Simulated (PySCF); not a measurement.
Isomers of C9H13N, from PBE0-D3(BJ)/def2-SVP geometry optimisation, gas phase (PySCF). One conformer each, no zero-point energy, no frequencies.

**Question.** Which is lower in electronic energy at this level?
A. `[CH3:1][N:2]([CH3:3])[C@H:4]1[C@H:5]2[CH:6]=[CH:7][C@@H:8]1[CH:9]=[CH:10]2` with C1–N2–C4–C5 63°: A = 2455, B = 1165, C = 1093 MHz, dipole 0.50 D
B. 2-tert-butylpyridine, `CC(C)(C)c1ccccn1`: A = 2591, B = 989.4, C = 849.5 MHz, dipole 1.76 D

**Answer.** B. That is `n1c(cccc1)C(C)(C)C` (2-tert-butylpyridine), 59.4 kcal/mol below the other.

```tsv
SMILES	mapped SMILES	E (Eh)	relative (kcal/mol)	relative (kJ/mol)	dipole (D)
CC(C)(C)c1ccccn1	[CH3:1][C:2]([CH3:3])([CH3:4])[c:5]1[cH:6][cH:7][cH:8][cH:9][n:10]1	-404.78819	0.0	0.0	1.76
CN(C)[C@H]1[C@H]2C=C[C@@H]1C=C2	[CH3:1][N:2]([CH3:3])[C@H:4]1[C@H:5]2[CH:6]=[CH:7][C@@H:8]1[CH:9]=[CH:10]2	-404.69353	59.4	248.5	0.50
```

As drawn, the lower has an aromatic ring and a quaternary carbon, which the higher lacks; the higher has a C=C bond outside aromatic rings, which the lower lacks.
